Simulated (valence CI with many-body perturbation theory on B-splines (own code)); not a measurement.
From CI to CI+MBPT in Eu XXXIII

Calculated by relativistic CI+MBPT: three valence electrons over a frozen Dirac-Fock core [Ar] 3d10, radial functions for each j: 11 s, 11 p, 9 d, 7 f, 5 g, 2 h, 1 i, with the one-electron correlation potential Σ1 (screened to all orders), the two-electron term Σ2, the three-electron term Σ3, Breit, model QED; selected single and double excitations, second order for the rest (own B-spline code, finite nucleus).

The last digits are not significant, and no measured levels were compared; by estimate large intervals hold to a few tenths of a per cent, small ones and those within an open d or f shell to about a per cent.

Each rung adds one term. CI alone is the Dirac-Coulomb CI over the frozen core; QED comes last and gives the full result, which names the levels. Energies are above (4s^2 4p1/2) J=1/2 on the same rung, in cm⁻¹.

Levels are named by their leading jj configuration (3d3/2^4 stands for four electrons in 3d with j = 3/2), which in mixed levels can hold well under half, so a name can repeat and another be missing. Letters in brackets count levels of one name in rising energy.

```csv
Level,CI alone
(4s^2 4p3/2) J=3/2,333551
(4s 4p1/2^2) J=1/2,563719
(4s 4p1/2 4p3/2) J=3/2 [a],821205
(4s 4p1/2 4p3/2) J=5/2,873070
(4s 4p1/2 4p3/2) J=3/2 [b],950999
(4s 4p1/2 4p3/2) J=1/2,980289
(4s 4p3/2^2) J=5/2,1179510
(4s^2 4d3/2) J=3/2,1293510
(4s 4p3/2^2) J=1/2,1311640
(4s 4p3/2^2) J=3/2,1370580
(4s^2 4d5/2) J=5/2,1410080
(4p1/2^2 4p3/2) J=3/2,1531920
(4s 4p1/2 4d3/2) J=3/2 [a],1759890
(4s 4p1/2 4d3/2) J=5/2,1782690
(4p1/2 4p3/2^2) J=3/2,1812720
(4p1/2 4p3/2^2) J=5/2,1837010
```

What do these energies become with core correlation, Breit and QED?

(4s^2 4p3/2) J=3/2 331875 (-1675); (4s 4p1/2^2) J=1/2 563402 (-318); (4s 4p1/2 4p3/2) J=3/2 [a] 821548 (+343); (4s 4p1/2 4p3/2) J=5/2 871480 (-1591); (4s 4p1/2 4p3/2) J=3/2 [b] 946133 (-4865); (4s 4p1/2 4p3/2) J=1/2 971209 (-9081); (4s 4p3/2^2) J=5/2 1176970 (-2545); (4s^2 4d3/2) J=3/2 1283140 (-10363); (4s 4p3/2^2) J=1/2 1303620 (-8020); (4s 4p3/2^2) J=3/2 1357290 (-13284); (4s^2 4d5/2) J=5/2 1396960 (-13128); (4p1/2^2 4p3/2) J=3/2 1523560 (-8358); (4s 4p1/2 4d3/2) J=3/2 [a] 1755340 (-4557); (4s 4p1/2 4d3/2) J=5/2 1777660 (-5035); (4p1/2 4p3/2^2) J=3/2 1804070 (-8659); (4p1/2 4p3/2^2) J=5/2 1829630 (-7380).

How does the ionisation energy move along the ladder, and which term matters most?

CI alone 1297.7, + Σ1 1299.4, + Σ2 1299.3, + Σ3 1299.2, + Breit 1297.9, + QED 1298.0 eV. The largest step is Σ1, 1.7 eV. NIST lists 1296 ± 4 eV (theoretical).
